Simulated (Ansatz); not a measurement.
Harmonic frequencies (cm⁻¹) at PBE0-D4/def2-TZVP from Ansatz: 102, 127, 133, 163, 318, 339, 430, 484, 629, 668, 717, 827, 864, 1273, 1446, 1450, 2198, 2333, 3071, 3167, 3175.

Problem. Which molecule is it?
A. `[SeH][Ge]([SeH])([SeH])[SeH]`
B. `[OH][GeH]([F])[GeH3]`
C. `[CH3][GeH]([Cl])[C]#N`
D. `[CH3][Ge]([SH])([Cl])[Cl]`

Solution. C.
